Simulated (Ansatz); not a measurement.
Reaction (substitution at a C–C bond): `CCC(CC)CC` + `O[Si](O)(O)S` → `CCS[Si](O)(O)O` + `CCCCC`

Computed with Ansatz on PBE0-D4/def2-TZVP structures; ΔE is electronic, products minus reactants. CCSD(T)/CBS adds triple-zeta CCSD(T) − MP2 to the extrapolated MP2 energy (def2 sets, frozen cores). DFT in def2-TZVPP. B3LYP here is the variant with VWN-RPA as its local correlation; programs differ in this. One conformer a species, not always the lowest.

`CCC(CC)CC`:

Z-matrix (Å, degrees):
```
C
C 1 1.520
H 1 1.093 2 112.2
H 1 1.092 2 111.2 3 -120.2
H 1 1.094 2 110.8 3 120.2
C 2 1.529 1 114.4 3 -59.9
H 2 1.097 1 109.9 3 62.3
H 2 1.094 1 108.5 3 177.7
C 6 1.529 2 111.1 1 72.7
C 6 1.529 2 111.1 1 -163.0
H 6 1.101 2 107.8 1 -45.2
C 9 1.520 6 114.4 2 -163.1
H 9 1.098 6 108.4 2 73.9
H 9 1.094 6 109.4 2 -41.2
C 10 1.520 6 114.4 2 72.8
H 10 1.098 6 108.4 2 -50.3
H 10 1.094 6 109.4 2 -165.3
H 12 1.093 9 112.2 6 -59.9
H 12 1.094 9 110.8 6 60.3
H 12 1.093 9 111.2 6 180.0
H 15 1.093 10 112.2 6 -59.9
H 15 1.093 10 111.2 6 180.0
H 15 1.094 10 110.8 6 60.3
```

`O[Si](O)(O)S`:

```xyz
9

O    -0.677    0.060    1.452
Si   -0.063    0.054   -0.057
O     0.861    1.392   -0.171
O    -1.158    0.144   -1.266
S     0.946   -1.797   -0.312
H    -0.819    0.924    1.845
H     1.202    1.620   -1.038
H    -1.744   -0.606   -1.386
H     1.453   -1.791    0.932
```

`CCS[Si](O)(O)O`:

Z-matrix (Å, degrees):
```
C
C 1 1.513
H 1 1.094 2 110.1
H 1 1.092 2 110.9 3 -119.7
H 1 1.090 2 110.7 3 120.0
S 2 1.831 1 113.1 3 177.4
H 2 1.092 1 111.3 3 59.8
H 2 1.091 1 111.6 3 -59.8
Si 6 2.109 2 100.8 1 90.0
O 9 1.635 6 106.6 2 -171.9
O 9 1.634 6 108.5 2 -47.6
O 9 1.635 6 115.3 2 69.6
H 10 0.959 9 117.1 6 50.3
H 11 0.960 9 115.6 6 153.9
H 12 0.959 9 116.8 6 66.7
```

`CCCCC`:

Z-matrix (Å, degrees):
```
C
C 1 1.519
H 1 1.094 2 111.1
H 1 1.092 2 111.7 3 -120.2
H 1 1.094 2 111.1 3 119.5
C 2 1.521 1 112.7 3 -60.0
H 2 1.095 1 109.3 3 62.5
H 2 1.097 1 109.6 3 178.4
C 6 1.523 2 114.5 1 -177.1
H 6 1.098 2 109.2 1 60.1
H 6 1.096 2 108.6 1 -55.0
C 9 1.521 6 114.1 2 -65.1
H 9 1.095 6 108.8 2 172.9
H 9 1.097 6 109.1 2 57.7
H 12 1.092 9 111.9 6 63.4
H 12 1.094 9 110.9 6 -56.8
H 12 1.092 9 111.2 6 -176.6
```

| level | ΔE (kJ/mol) | difference from CCSD(T)/CBS |
| --- | --- | --- |
| PBE-D4 | 0.3 | -7.4 |
| r2SCAN-D4 | 3.1 | -4.6 |
| PBE0-D4 | 3.2 | -4.5 |
| B3LYP-D4 | 0.2 | -7.5 |
| B2PLYP | 2.7 | -5.0 |
| B3LYP | -0.9 | -8.6 |
| HF/def2-TZVPP | 0.7 | -7.0 |
| MP2/def2-TZVPP | 9.8 | 2.1 |
| SCS-MP2/def2-TZVPP | 7.6 | -0.1 |
| CCSD/def2-TZVPP | 10.8 | 3.1 |
| HF/def2-QZVPP | 0.8 | -6.9 |
| MP2/def2-QZVPP | 8.2 | 0.5 |
| SCS-MP2/def2-QZVPP | 6.1 | -1.6 |
| HF/CBS(def2) | 0.8 | -6.9 |
| MP2/CBS(def2) | 7.0 | -0.7 |
| CCSD/CBS(def2) | 7.9 | 0.2 |
| CCSD(T)/CBS | 7.7 | 0 |

Largest T1 diagnostic among the species: 0.011.

In def2-TZVPP, CCSD(T) changes the Hartree–Fock value by +9.8 kJ/mol (the triples alone add −0.2 kJ/mol) and MP2 by +9.1 kJ/mol.
